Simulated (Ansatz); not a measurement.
Pulling on the Sn1–H4 bond in CH6OSn (SMILES C[O][SnH3]) (multiplicity 1 held, fragments rigid). Energies count from the point at 1.714 Å.
Geometry at that point (charge 0, multiplicity 1):
```xyz
9

Sn     0.5636    -0.1421     0.0711
O     -1.1091     0.8744    -0.2396
C     -2.3497     0.1976    -0.2304
H      0.6786    -1.3329    -1.1566
H      1.7766     1.0486    -0.0264
H      0.4454    -0.8679     1.6196
H     -2.5589    -0.2801     0.7361
H     -2.4122    -0.5727    -1.0108
H     -3.1379     0.9306    -0.4194
```

R- and RO- levels are restricted; in cc, def2 and unpolarised 6-31G sets they are followed outwards from rest. U- levels take the lowest unrestricted solution at each point, which mixes spins at long bonds. Active spaces are followed from a long bond inwards. Levels need not reach the same state.

Cores are frozen in the correlated methods. Filled d and f shells under p-block atoms count as core.

Codes used: Ansatz (a program for electronic structure). Values without a source in brackets are computed. In def2 rows elements past Kr take small-core potentials, without spin–orbit coupling.

```
level                                   energy at R = 5.485 Å (kJ/mol)
--------------------------------------  ------------------------------
R-HF/def2-SVP                                                    675.3
R-MP2/def2-SVP                                                   409.3
U-CCSD/def2-SVP                                                  313.4
U-CCSD(T)/def2-SVP                                               312.9
CASSCF(2,2)/def2-SVP                                               ___
SC-NEVPT2 on CASSCF(2,2)/def2-SVP                                  ___
FIC-NEVPT4(SD) on CASSCF(2,2)/def2-SVP                           313.5
FIC-MRCISD on CASSCF(2,2)/def2-SVP                               314.0
FIC-MRCISD+Q on CASSCF(2,2)/def2-SVP                             316.3
```

Task: Some entries are withheld; supply them.

Result: 
- CASSCF(2,2)/def2-SVP, energy at R = 5.485 Å (kJ/mol): 295.4
- SC-NEVPT2 on CASSCF(2,2)/def2-SVP, energy at R = 5.485 Å (kJ/mol): 303.5

Doubts at one or more of the structures used: a restricted determinant that unrestricted orbitals would lower (R-HF/def2-SVP, R-MP2/def2-SVP); a spin-contaminated determinant (U-CCSD/def2-SVP, U-CCSD(T)/def2-SVP).
